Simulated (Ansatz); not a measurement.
Calculated with Ansatz (gas phase, PBE0-D4/def2-TZVP geometries, no zero-point term in ΔE). CBS: MP2 limit from def2 TZ/QZ plus the TZ coupled-cluster correction, frozen cores. Functionals use def2-TZVPP. B3LYP here is the variant with VWN-RPA as its local correlation; programs differ in this. For Br outer-core shells are correlated without core-valence functions, which leaves a few kJ/mol of doubt a bond. Scalar relativity is left out up to krypton. One conformer a species, not always the lowest.

Reaction (redistribution): `[SiH3]OB(Cl)Br` + `N=C(N)[SiH3]` → `NB(Cl)Br` + `N=C([SiH3])O[SiH3]`

`[SiH3]OB(Cl)Br`:

Cartesian coordinates in Å:
```
Si 0.460 0.958 0.702
O 0.492 -0.556 -0.001
B -0.357 -1.227 -0.774
Cl 0.037 -2.838 -1.328
Br -2.042 -0.447 -1.307
H 0.357 1.989 -0.356
H -0.688 1.042 1.633
H 1.740 1.080 1.432
```

`N=C(N)[SiH3]`:

```xyz
10

N     0.668   -1.352    0.776
C     0.246   -0.441   -0.011
N     0.404   -0.385   -1.369
Si   -0.603    1.016    0.861
H     1.145   -2.110    0.281
H     0.751   -1.194   -1.860
H    -0.143    0.263   -1.907
H     0.415    1.818    1.581
H    -1.264    1.887   -0.154
H    -1.620    0.498    1.803
```

`NB(Cl)Br`:

Cartesian coordinates in Å:
```
N -0.247 0.755 0.207
B 0.206 -0.509 -0.119
Cl 1.775 -1.070 0.439
Br -0.891 -1.671 -1.196
H -1.139 1.104 -0.097
H 0.296 1.391 0.767
```

`N=C([SiH3])O[SiH3]`:

Z-matrix (Å, degrees):
```
Si
C 1 1.901
H 1 1.483 2 109.4
H 1 1.483 2 109.4 3 -120.4
H 1 1.485 2 107.4 3 119.8
O 2 1.346 1 113.3 3 60.2
N 2 1.266 1 128.3 3 -119.8
Si 6 1.693 2 117.6 1 179.9
H 7 1.015 2 112.7 1 0.0
H 8 1.482 6 101.9 2 -180.0
H 8 1.480 6 111.5 2 62.8
H 8 1.480 6 111.4 2 -62.7
```

Task: Is it downhill or uphill in electronic energy at CCSD(T)/CBS, and by how much? (An estimate is asked.)

Result: The calculation gave: Uphill: ΔE = +0.05 eV.

Task: What do these levels give: r2SCAN-D4, B3LYP-D4, ωB97X-V, ωB97M-V, PBE, r2SCAN, PBE0, B3LYP, HF/def2-TZVPP, HF/def2-QZVPP, MP2/def2-QZVPP, CCSD/CBS(def2)? (Estimate.)

Result: The calculation gave: r2SCAN-D4 0.06, B3LYP-D4 0.07, ωB97X-V 0.03, ωB97M-V 0.02, PBE 0.03, r2SCAN 0.06, PBE0 0.04, B3LYP 0.07, HF/def2-TZVPP 0.09, HF/def2-QZVPP 0.10, MP2/def2-QZVPP 0.06, CCSD/CBS(def2) 0.06 eV.

Largest T1 diagnostic among the species: 0.014.

In def2-TZVPP, CCSD(T) changes the Hartree–Fock value by −0.07 eV (the triples alone add −0.01 eV) and MP2 by −0.05 eV.
